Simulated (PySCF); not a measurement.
Static response to an electric field

Species: C₅H₁₆Ge₂Si.
Numbering: `[SiH3:1][Ge@H:2]([GeH3:3])[CH:4]1[CH2:5][CH2:6][CH2:7][CH2:8]1` (hydrogens: H9, H10, H11 on Si1; H12 on Ge2; H13, H14, H15 on Ge3; H16 on C4; H17, H18 on C5; H19, H20 on C6; H21, H22 on C7; H23, H24 on C8)

Geometry (PBE0-D3(BJ)/def2-SVP, Å), atoms numbered from 1 in this order:
```
atom  x, y, z in Å
Si1   -2.5730   -1.1872   -0.2251
Ge2   -1.2425    0.1817    1.2000
Ge3   -2.1335    2.4392    1.1865
C4     0.6216    0.1992    0.5616
C5     1.5458    1.2067    1.2466
C6     2.7805    1.2120    0.3424
C7     2.2336    1.0203   -1.0878
C8     0.7690    0.5539   -0.9236
H9    -1.9934   -2.5630   -0.3381
H10   -2.6220   -0.5872   -1.5953
H11   -3.9718   -1.3004    0.2917
H12   -1.3042   -0.3683    2.6440
H13   -1.8930    3.0982   -0.1872
H14   -1.4693    3.3232    2.2608
H15   -3.6523    2.4248    1.4464
H16    1.0199   -0.8169    0.7343
H17    1.7710    0.9537    2.2939
H18    1.0758    2.2071    1.2497
H19    3.4319    0.3662    0.6156
H20    3.3848    2.1253    0.4513
H21    2.8306    0.2810   -1.6423
H22    2.2824    1.9547   -1.6670
H23    0.5085   -0.2867   -1.5849
H24    0.0822    1.3780   -1.1825
```

Level: B3LYP/def2-SVPD (PySCF), static field, nuclei fixed, core orbitals frozen in the response. The polarisability tensor in these axes (au):

```
x   171.56   6.66  -2.89
y     6.66 159.84  10.97
z    -2.89  10.97 140.65
```

Give the principal values, the mean and the anisotropy Δα = √{½[(α1 − α2)² + (α2 − α3)² + (α1 − α3)²]}.

Principal values 134.86, 162.48 and 174.70 au; mean 157.35 au = 23.32 Å³ = 25.94 × 10⁻⁴⁰ C²·m²/J; Δα = 35.35 au (22 % of the mean).

What is the dipole moment, and where does it point?

(1.23, -0.19, -0.13) D, 1.25 D in size, pointing from the negative to the positive side. Measured along this direction, the outermost atoms are H15 at the negative end and H19 at the positive end.

Directions of the eigenvectors, and the extent of the frame along each?

Largest value along (0.89, 0.45, 0.07), where the nuclei span 8.10 Å; middle along (-0.43, 0.78, 0.45), 5.99 Å; least along (0.15, -0.43, 0.89), 4.31 Å. The response follows the extents in order.

Form Σ f/ω² (atomic units) for the 10 lowest TDDFT singlets, given as eV and f, and set it beside the mean polarisability, which is this sum over all singlets: 6.41, 0.2529; 6.46, 0.0109; 6.54, 0.0435; 6.71, 0.0260; 6.76, 0.0440; 6.85, 0.0175; 6.89, 0.1115; 7.00, 0.0559; 7.12, 0.2394; 7.14, 0.0204.

They add up to 13.30 au, 8.5 % of the 157.35 au; the largest single term is 4.56 au, from the state at 6.41 eV. Terms in order: 4.56, 0.19, 0.75, 0.43, 0.71, 0.28, 1.74, 0.84, 3.49, 0.30 au. Higher excitations give the rest. The strengths listed sum to 0.822.

What depolarisation ratio follows for Rayleigh scattering of linearly polarised light, taking the static tensor?

ρ = 3Δα²/(45ᾱ² + 4Δα²) = 3748.9/(1114148 + 4998.5) = 0.00335.

Geometry: PBE0-D3(BJ)/def2-SVP, one conformer, isolated molecule. The calculation is non-relativistic, for germanium too.

The run behind these numbers computed excited states and ΔSCF ions as well. Hardware: an Arm Neoverse V1 with one thread, on a shared host. Cost: 14 min of wall time (grids of density and orbitals included), 1.5 GiB resident at most.
